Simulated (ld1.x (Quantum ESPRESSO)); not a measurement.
Before and after: ultrasoft potential for P

```
Element                 : P
Generator               : ld1.x (Quantum ESPRESSO) 7.5
Type                    : ultrasoft
Functional              : PBE
Relativity              : non-relativistic
Frozen core             : [Ne]
Valence charge          : 5
Reference configuration : 3s2 3p3
Partial waves           : 3s (bound): rcut 1.10, rcutus 1.55 bohr; 3s channel at 1.25 Ry: rcut 1.10, rcutus 1.55 bohr; 3p (bound): rcut 1.55, rcutus 1.95 bohr; 3p channel at 1.8 Ry: rcut 1.55, rcutus 1.95 bohr; 3d channel at 0.15 Ry: rc 2.05 bohr
Local potential         : the d channel
Core correction         : Bessel-smoothed model core, default radius (core density twice the valence density)
Augmentation charge     : PSQ, radius 1.15 bohr
```

Change: core correction Bessel-smoothed model core inside 1.28 bohr.

Cutoffs: the cutoffs (Ry, on a coarse ladder) from which the occupation-weighted sum of valence levels, in a spherical-Bessel basis at the reference potential, stays within 10 and 1 mRy of its value at 400 Ry; they do not see the model core or the augmentation charge, which bear on the density cutoff. Errors are all-electron minus pseudo energies relative to the spin-unpolarised reference configuration.

**Question.** How do hardness, ghosts and transferability respond?

**Answer.** The potential gets neither clearly harder nor softer (15 Ry and 21 Ry → 15 Ry and 21 Ry); of the 7 tests that both files solve, the error grows in 3 and shrinks in 1 by more than 15 % and 0.3 meV (median size 1.4 → 0.7 meV); neither file shows a bound ghost. The default core radius of the base comes out at 0.99 bohr. A wider model core is smoother and lowers the density cutoff, which this test does not measure.

| quantity | base | changed |
| --- | --- | --- |
| cutoff, loose | 15 Ry | 15 Ry |
| cutoff, tight | 21 Ry | 21 Ry |
| bound ghosts | none | none |
| error for 3s2 3p2, meV [ΔE 9.74 eV] | +0.6 | +0.7 |
| error for 3s2 3p1, meV [ΔE 28.90 eV] | +3.9 | +5.8 |
| error for 3s2 3p0, meV [ΔE 58.65 eV] | +13 | +25 |
| error for 3s2 3p3.3, meV [ΔE -1.31 eV] | 0.0 | 0.0 |
| error for 3s2 3p2.5, meV [ΔE 3.78 eV] | +0.1 | +0.1 |
| error for 3s1 3p0, meV [ΔE 110.53 eV] | -15 | +75 |
| error for 3s1 3p4, meV [ΔE 8.45 eV] | -1.4 | +0.7 |
| s: phases at 2.25 bohr within 0.05 rad from the reference energy up to (Ry; the scan ends near 5) | 3.5 | 3.5 |
| p: phases at 2.25 bohr within 0.05 rad from the reference energy up to (Ry; the scan ends near 5) | to the end of the scan | to the end of the scan |
| d: phases at 2.25 bohr within 0.05 rad from the reference energy up to (Ry; the scan ends near 5) | 4.0 | 4.0 |
| lowest overlap eigenvalue by channel | s 0.32, p 0.78 | s 0.32, p 0.78 |
